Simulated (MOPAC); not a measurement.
MOPAC input (PM6):

```
PM6 1SCF UHF MS=0.5 GEO-OK AUX(PRECISION=9) THREADS=1
C5H7Si

Si    2.11270100 1    0.01127200 1    0.07580500 1
C     0.25507000 1    0.01881200 1    0.00139200 1
C    -0.58221900 1   -0.96502200 1    0.40683200 1
C    -2.01719100 1   -0.57488400 1    0.17846200 1
C    -1.91668900 1    0.80720400 1   -0.43224800 1
C    -0.61777900 1    1.07680200 1   -0.50243900 1
H     2.69121700 1    0.15632800 1   -1.28073700 1
H     2.60737500 1    1.13091700 1    0.91104100 1
H     2.55297800 1   -1.27458000 1    0.66441000 1
H    -0.28635500 1   -1.91134400 1    0.83893800 1
H    -2.52510700 1   -1.28021300 1   -0.48972700 1
H    -2.58650600 1   -0.56650500 1    1.11534800 1
H    -2.75858100 1    1.41010700 1   -0.73253800 1
```

From the output:

```
                                                       MOPAC v23.2.5 Linux

          FINAL HEAT OF FORMATION =         82.49236 KCAL/MOL =     345.14804 KJ/MOL

          COSMO AREA              =        146.14 SQUARE ANGSTROMS
          COSMO VOLUME            =        140.96 CUBIC ANGSTROMS

          IONIZATION POTENTIAL    =          9.443348 EV
          ALPHA SOMO LUMO (EV)    =         -9.443  0.013
          BETA  SOMO LUMO (EV)    =         -9.501  0.163
          NO. OF ALPHA ELECTRONS  =         16
          NO. OF BETA  ELECTRONS  =         15
          MOLECULAR WEIGHT        =         95.1958         POINT GROUP:  Cs

          MOLECULAR DIMENSIONS (Angstroms)

            Atom       Atom       Distance
            H    13    H     9     6.11324
            H    12    H     7     4.50277
            H    11    H     8     3.68815

          SCF CALCULATIONS        =          1

   ATOM   CHEMICAL          X               Y               Z
  NUMBER   SYMBOL      (ANGSTROMS)     (ANGSTROMS)     (ANGSTROMS)

     1      Si          2.11270100  *   0.01127200  *   0.07580500  *
     2       C          0.25507000  *   0.01881200  *   0.00139200  *
     3       C         -0.58221900  *  -0.96502200  *   0.40683200  *
     4       C         -2.01719100  *  -0.57488400  *   0.17846200  *
     5       C         -1.91668900  *   0.80720400  *  -0.43224800  *
     6       C         -0.61777900  *   1.07680200  *  -0.50243900  *
     7       H          2.69121700  *   0.15632800  *  -1.28073700  *
     8       H          2.60737500  *   1.13091700  *   0.91104100  *
     9       H          2.55297800  *  -1.27458000  *   0.66441000  *
    10       H         -0.28635500  *  -1.91134400  *   0.83893800  *
    11       H         -2.52510700  *  -1.28021300  *  -0.48972700  *
    12       H         -2.58650600  *  -0.56650500  *   1.11534800  *
    13       H         -2.75858100  *   1.41010700  *  -0.73253800  *

                             CARTESIAN COORDINATES

   1   Si        2.112701000     0.011272000     0.075805000
   2    C        0.255070000     0.018812000     0.001392000
   3    C       -0.582219000    -0.965022000     0.406832000
   4    C       -2.017191000    -0.574884000     0.178462000
   5    C       -1.916689000     0.807204000    -0.432248000
   6    C       -0.617779000     1.076802000    -0.502439000
   7    H        2.691217000     0.156328000    -1.280737000
   8    H        2.607375000     1.130917000     0.911041000
   9    H        2.552978000    -1.274580000     0.664410000
  10    H       -0.286355000    -1.911344000     0.838938000
  11    H       -2.525107000    -1.280213000    -0.489727000
  12    H       -2.586506000    -0.566505000     1.115348000
  13    H       -2.758581000     1.410107000    -0.732538000

           Empirical Formula: C5 H7 Si  =    13 atoms

      MOLECULAR POINT GROUP   :   Cs

          ALPHA EIGENVALUES
 -30.47750 -24.76803 -24.10787 -19.58247 -19.00688 -16.99565 -15.57449 -15.22405
 -13.38807 -13.10364 -11.86469 -11.45380 -11.29622 -10.90677 -10.00989  -9.44335
   0.01297   0.44936   1.15571   1.15586   1.52375   1.73222   2.58202   2.76937
   3.60758   3.98858   4.52678   4.64432   4.72300   4.74334   5.35320   5.54176
   5.84456   5.98486   6.08009   6.36496

           BETA EIGENVALUES
 -30.38120 -24.72584 -23.84314 -19.50579 -18.95252 -16.68068 -15.19703 -15.14504
 -13.31074 -12.99918 -11.83595 -11.44305 -11.27684 -10.75480  -9.50149   0.16319
   0.28010   0.55035   1.17803   1.17869   1.75929   1.76722   2.68579   2.75838
   3.70134   4.07261   4.60288   4.66379   4.74160   4.87429   5.35974   5.59937
   5.90531   6.00682   6.21173   6.39054

              NET ATOMIC CHARGES AND DIPOLE CONTRIBUTIONS

  ATOM NO.   TYPE          CHARGE      No. of ELECS.   s-Pop       p-Pop       d-Pop
    1         Si           0.232070        3.7679     1.20869     1.99523     0.56402
    2          C          -0.364457        4.3645     1.14095     3.22350
    3          C          -0.041104        4.0411     1.12194     2.91916
    4          C          -0.273905        4.2739     1.08314     3.19076
    5          C          -0.284253        4.2843     1.11748     3.16678
    6          C           0.090023        3.9100     1.22985     2.68013
    7          H           0.000920        0.9991     0.99908
    8          H           0.000920        0.9991     0.99908
    9          H          -0.006149        1.0061     1.00615
   10          H           0.143886        0.8561     0.85611
   11          H           0.166315        0.8337     0.83368
   12          H           0.166315        0.8337     0.83368
   13          H           0.169419        0.8306     0.83058
 DIPOLE           X         Y         Z       TOTAL
 POINT-CHG.     0.449    -1.315     0.602     1.515
 HYBRID        -1.411    -0.175     0.024     1.422
 SUM           -0.962    -1.490     0.626     1.881

          ATOMIC ORBITAL ELECTRON POPULATIONS

     Atom    s        px        py        pz      x^2-y^2     xz        z^2       yz        xy
    1 Si   1.20869   0.53374   0.72797   0.73352   0.13844   0.11463   0.10525   0.12308   0.08261
    2  C   1.14095   1.16768   1.00520   1.05062
    3  C   1.12194   0.96149   1.01755   0.94012
    4  C   1.08314   1.03848   1.02861   1.12367
    5  C   1.11748   1.05026   1.01058   1.10594
    6  C   1.22985   0.92040   0.86727   0.89245
    7  H   0.99908
    8  H   0.99908
    9  H   1.00615
   10  H   0.85611
   11  H   0.83368
   12  H   0.83368
   13  H   0.83058

                    (SZ)    =    0.500000
                    (S**2)  =    0.858940

          ATOMIC ORBITAL SPIN POPULATIONS

    Atom   Total    s     px     py     pz   x^2-y^2  xz     z^2    yz     xy
         Atomic
    1 Si -0.0004  0.001  0.003  0.000  0.001  0.001 -0.005  0.000 -0.000 -0.001
    2  C -0.1363  0.002 -0.014 -0.022 -0.103
    3  C  0.1992  0.012  0.009  0.042  0.136
    4  C  0.0720  0.013 -0.001  0.049  0.012
    5  C -0.3250 -0.009 -0.012 -0.066 -0.239
    6  C  1.1955  0.177  0.139  0.569  0.310
    7  H -0.0012 -0.001
    8  H -0.0012 -0.001
    9  H  0.0002  0.000
   10  H -0.0042 -0.004
   11  H -0.0050 -0.005
   12  H -0.0050 -0.005
   13  H  0.0114  0.011

 **********************
 *                    *
 * JOB ENDED NORMALLY *
 *                    *
 **********************

 == MOPAC DONE ==
```

The geometry given is a B3LYP-D3(BJ)/def2-TZVP minimum.

The determinant is spin-contaminated: <S^2> is 0.86 against 0.75 for a pure state.
